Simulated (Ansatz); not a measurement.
`[O]=[Mo]([F])([F])([F])[Cl]` + H–F → `[O]=[Mo]([F])([F])([F])[F]` + HCl at 400 K and 1 bar (ligand exchange at a Mo–Cl bond).

Calculated with Ansatz (gas phase, PBE0-D4/def2-TZVP geometries, no zero-point term in ΔE). CBS: MP2 limit from def2 TZ/QZ plus the TZ coupled-cluster correction, frozen cores. This one scheme is used for every species. def2 core potentials past Kr. For Mo outer-core shells are correlated without core-valence functions, which leaves a few kJ/mol of doubt a bond.

| species | CCSD(T)/CBS energy (Eh) | H − E (kJ/mol) | S (J/(mol·K)) |
| --- | --- | --- | --- |
| `[O]=[Mo]([F])([F])([F])[Cl]` | -902.64600 | 63.8 | 390.8 |
| H–F | -100.39570 | 36.5 | 182.2 |
| `[O]=[Mo]([F])([F])([F])[F]` | -542.63338 | 64.8 | 384.7 |
| HCl | -460.38127 | 29.6 | 195.4 |

H − E and S are ideal-gas, rigid-rotor, harmonic terms from PBE0-D4/def2-TZVP. 1 Eh = 2625.50 kJ/mol, R = 8.31446 J/(mol·K).

Question: By hand: ΔE, ΔH, ΔS and ΔG.

Answer: ΔE = (-542.63338) + (-460.38127) − (-902.64600) − (-100.39570) = 0.02705 Eh = 71.0 kJ/mol. Δ(H − E) = 64.8 + 29.6 − 63.8 − 36.5 = -5.9, so ΔH = 65.1 kJ/mol. ΔS = 384.7 + 195.4 − 390.8 − 182.2 = 7.1 J/(mol·K). ΔG = 65.1 − 400 × (7.1)/1000 = 62.3 kJ/mol.

Question: By hand: the equilibrium constant, and the temperature at which ΔG would vanish if ΔH and ΔS stayed fixed.

Answer: log₁₀ K = −ΔG/(RT ln 10) = -8.1. ΔG = 0 at ΔH/ΔS = 9169 K, far beyond where these terms or the molecules hold.

The number of gas molecules stays the same, so ΔS is small and ΔH decides. A doubt of 5 kJ/mol in ΔE shifts log₁₀ K by 0.7 here. Modes under 60 cm⁻¹, often nearly free rotors, make the harmonic entropy too high. These are equilibria of isolated gas molecules and say nothing of rates. Largest T1 diagnostic: 0.024 (customary marks: 0.02 for closed shells, 0.045 for open ones).
